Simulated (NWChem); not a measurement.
# B2F3 cation

```xyz
5

F      0.0000     0.0000    -2.2953
B      0.0000     0.0000    -1.0747
B      0.0000     0.0000     0.6957
F      0.0000     1.1550     1.2529
F      0.0000    -1.1550     1.2529
```
Atoms are numbered in this order, from 1.

All runs: NWChem. Structure relaxed at the PBE0/def2-SVP level.

What does the run give for BP86/def2-SVP? Quantities: highest occupied level (eV); orbital gap (eV).


```json
{
  "highest occupied level (eV)": "-16.28",
  "orbital gap (eV)": "5.45"
}
```
